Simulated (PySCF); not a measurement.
## Basis-set dependence of population analyses: `C=C[C@@]1(F)C[C@@H]1F`

Compound: C₅H₆F₂.
Cartesian coordinates in Å at the PBE0-D3(BJ)/def2-SVP level; atoms count from 1:
```
atom  x, y, z in Å
C1     1.427    1.677    0.381
C2     0.766    0.522    0.456
C3    -0.174    0.046   -0.573
F4    -0.330    0.895   -1.618
C5    -0.295   -1.420   -0.916
C6    -1.407   -0.732   -0.202
F7    -2.532   -0.468   -0.896
H8     2.114    1.985    1.173
H9     1.298    2.343   -0.475
H10    0.897   -0.146    1.314
H11   -0.477   -1.613   -1.977
H12    0.325   -2.152   -0.393
H13   -1.603   -0.946    0.855
```

PBE0 throughout (PySCF), one geometry, spherical d and f functions. The structure is a single PBE0-D3(BJ)/def2-SVP conformer in the gas phase; no vibrational or solvent corrections. The first 7 of 13 kinds of atom are listed.

Mulliken charges (e):

```json
{"basis": "STO-3G", "functions": "41", "C1": "-0.171", "C2": "-0.090", "C3": "+0.085", "F4": "-0.095", "C5": "-0.200", "C6": "+0.012", "F7": "-0.088"}
{"basis": "6-31G", "functions": "75", "C1": "-0.363", "C2": "-0.102", "C3": "+0.203", "F4": "-0.317", "C5": "-0.393", "C6": "+0.154", "F7": "-0.309"}
{"basis": "pcSseg-0", "functions": "75", "C1": "-0.392", "C2": "-0.201", "C3": "+0.048", "F4": "-0.345", "C5": "-0.442", "C6": "+0.176", "F7": "-0.348"}
{"basis": "6-31G*", "functions": "110", "C1": "-0.402", "C2": "-0.144", "C3": "+0.353", "F4": "-0.328", "C5": "-0.476", "C6": "+0.177", "F7": "-0.315"}
{"basis": "cc-pVDZ", "functions": "128", "C1": "-0.018", "C2": "-0.101", "C3": "+0.102", "F4": "-0.192", "C5": "-0.065", "C6": "+0.182", "F7": "-0.196"}
{"basis": "def2-SVP", "functions": "128", "C1": "-0.069", "C2": "-0.040", "C3": "+0.103", "F4": "-0.223", "C5": "-0.098", "C6": "+0.181", "F7": "-0.223"}
{"basis": "aug-cc-pVDZ", "functions": "215", "C1": "+0.325", "C2": "+0.955", "C3": "+1.094", "F4": "-0.630", "C5": "+0.528", "C6": "+1.004", "F7": "-0.536"}
{"basis": "6-311+G(2d,p)", "functions": "225", "C1": "-0.422", "C2": "+0.090", "C3": "+0.387", "F4": "-0.381", "C5": "-0.303", "C6": "+0.123", "F7": "-0.276"}
{"basis": "def2-TZVP", "functions": "253", "C1": "-0.275", "C2": "-0.239", "C3": "+0.363", "F4": "-0.200", "C5": "-0.286", "C6": "+0.040", "F7": "-0.193"}
{"basis": "cc-pVTZ", "functions": "294", "C1": "-0.286", "C2": "-0.157", "C3": "+0.290", "F4": "-0.185", "C5": "-0.268", "C6": "+0.112", "F7": "-0.189"}
{"basis": "IGLO-III", "functions": "305", "C1": "-0.237", "C2": "-0.167", "C3": "+0.454", "F4": "-0.275", "C5": "-0.291", "C6": "+0.144", "F7": "-0.257"}
```

IAO charges (e):

```csv
basis,functions,C1,C2,C3,F4,C5,C6,F7
STO-3G,41,-0.264,-0.161,+0.116,-0.117,-0.308,+0.006,-0.111
6-31G,75,-0.312,-0.164,+0.257,-0.276,-0.339,+0.116,-0.269
pcSseg-0,75,-0.295,-0.165,+0.238,-0.263,-0.341,+0.113,-0.257
6-31G*,110,-0.306,-0.159,+0.282,-0.285,-0.335,+0.149,-0.278
cc-pVDZ,128,-0.311,-0.161,+0.283,-0.286,-0.338,+0.147,-0.279
def2-SVP,128,-0.301,-0.158,+0.281,-0.287,-0.327,+0.151,-0.281
aug-cc-pVDZ,215,-0.322,-0.163,+0.287,-0.296,-0.341,+0.149,-0.292
"6-311+G(2d,p)",225,-0.321,-0.163,+0.286,-0.297,-0.341,+0.148,-0.293
def2-TZVP,253,-0.322,-0.163,+0.289,-0.297,-0.343,+0.151,-0.292
cc-pVTZ,294,-0.322,-0.163,+0.289,-0.295,-0.344,+0.150,-0.290
IGLO-III,305,-0.323,-0.164,+0.287,-0.297,-0.342,+0.149,-0.293
```

Hirshfeld charges (e):

```json
{"basis": "STO-3G", "functions": "41", "C1": "-0.065", "C2": "-0.040", "C3": "+0.072", "F4": "-0.064", "C5": "-0.069", "C6": "+0.045", "F7": "-0.056"}
{"basis": "6-31G", "functions": "75", "C1": "-0.098", "C2": "-0.056", "C3": "+0.084", "F4": "-0.099", "C5": "-0.094", "C6": "+0.044", "F7": "-0.108"}
{"basis": "pcSseg-0", "functions": "75", "C1": "-0.093", "C2": "-0.057", "C3": "+0.088", "F4": "-0.093", "C5": "-0.096", "C6": "+0.046", "F7": "-0.101"}
{"basis": "6-31G*", "functions": "110", "C1": "-0.102", "C2": "-0.055", "C3": "+0.081", "F4": "-0.089", "C5": "-0.095", "C6": "+0.042", "F7": "-0.098"}
{"basis": "cc-pVDZ", "functions": "128", "C1": "-0.103", "C2": "-0.056", "C3": "+0.076", "F4": "-0.074", "C5": "-0.102", "C6": "+0.036", "F7": "-0.087"}
{"basis": "def2-SVP", "functions": "128", "C1": "-0.103", "C2": "-0.056", "C3": "+0.082", "F4": "-0.081", "C5": "-0.104", "C6": "+0.040", "F7": "-0.093"}
{"basis": "aug-cc-pVDZ", "functions": "215", "C1": "-0.107", "C2": "-0.059", "C3": "+0.070", "F4": "-0.085", "C5": "-0.108", "C6": "+0.035", "F7": "-0.099"}
{"basis": "6-311+G(2d,p)", "functions": "225", "C1": "-0.103", "C2": "-0.060", "C3": "+0.067", "F4": "-0.087", "C5": "-0.102", "C6": "+0.037", "F7": "-0.102"}
{"basis": "def2-TZVP", "functions": "253", "C1": "-0.106", "C2": "-0.058", "C3": "+0.071", "F4": "-0.085", "C5": "-0.105", "C6": "+0.036", "F7": "-0.098"}
{"basis": "cc-pVTZ", "functions": "294", "C1": "-0.107", "C2": "-0.057", "C3": "+0.074", "F4": "-0.081", "C5": "-0.105", "C6": "+0.036", "F7": "-0.095"}
{"basis": "IGLO-III", "functions": "305", "C1": "-0.106", "C2": "-0.059", "C3": "+0.071", "F4": "-0.084", "C5": "-0.107", "C6": "+0.035", "F7": "-0.098"}
```

ESP-fitted charges (e):

| basis | functions | C1 | C2 | C3 | F4 | C5 | C6 | F7 |
| --- | --- | --- | --- | --- | --- | --- | --- | --- |
| STO-3G | 41 | -0.253 | -0.171 | +0.217 | -0.088 | -0.340 | +0.018 | -0.077 |
| 6-31G | 75 | -0.372 | -0.277 | +0.385 | -0.222 | -0.421 | +0.132 | -0.217 |
| pcSseg-0 | 75 | -0.376 | -0.330 | +0.421 | -0.222 | -0.490 | +0.117 | -0.215 |
| 6-31G* | 110 | -0.395 | -0.236 | +0.297 | -0.154 | -0.407 | +0.034 | -0.146 |
| cc-pVDZ | 128 | -0.363 | -0.260 | +0.323 | -0.168 | -0.380 | +0.061 | -0.161 |
| def2-SVP | 128 | -0.357 | -0.263 | +0.344 | -0.183 | -0.387 | +0.075 | -0.173 |
| aug-cc-pVDZ | 215 | -0.419 | -0.252 | +0.362 | -0.200 | -0.400 | +0.081 | -0.187 |
| 6-311+G(2d,p) | 225 | -0.435 | -0.257 | +0.363 | -0.199 | -0.405 | +0.070 | -0.187 |
| def2-TZVP | 253 | -0.436 | -0.240 | +0.346 | -0.189 | -0.398 | +0.062 | -0.175 |
| cc-pVTZ | 294 | -0.415 | -0.240 | +0.333 | -0.180 | -0.389 | +0.056 | -0.168 |
| IGLO-III | 305 | -0.427 | -0.241 | +0.349 | -0.195 | -0.393 | +0.071 | -0.182 |

Q: Which scheme is steadiest as the basis changes?

A: Largest range over the bases for any column: Hirshfeld 0.05 e, IAO 0.18 e, ESP-fitted 0.20 e, Mulliken 1.19 e. Hirshfeld charges move least and Mulliken charges most, counted in e. Without the minimal STO-3G basis the ranges are Hirshfeld 0.02, IAO 0.05, ESP-fitted 0.12, Mulliken 1.19 e.

Q: How much do the charges still move between the two largest bases, cc-pVTZ and IGLO-III?

A: At most, over all atoms: Mulliken 0.164 e, IAO 0.003 e, Hirshfeld 0.004 e, ESP-fitted 0.016 e.

Q: What do the same runs give for the total energy, the frontier levels and the dipole moment?

A: 
```
        basis  energy (Eh)  HOMO (eV)  LUMO (eV)  μ (D)
       STO-3G    -388.1142      -4.31       3.22   1.33
        6-31G    -393.2299      -7.13       0.28   2.96
     pcSseg-0    -392.4192      -7.41       0.01   3.03
       6-31G*    -393.3204      -6.92       0.40   2.36
      cc-pVDZ    -393.3526      -7.08       0.15   2.40
     def2-SVP    -393.0402      -7.19       0.07   2.52
  aug-cc-pVDZ    -393.3828      -7.28      -0.27   2.68
6-311+G(2d,p)    -393.4528      -7.31      -0.26   2.73
    def2-TZVP    -393.4900      -7.26      -0.13   2.60
      cc-pVTZ    -393.4736      -7.22      -0.05   2.52
     IGLO-III    -393.4972      -7.29      -0.21   2.65
```

The dipole is fixed by the density alone, so its range of 1.70 D shows that the density itself changes with the basis, not only its division among atoms.
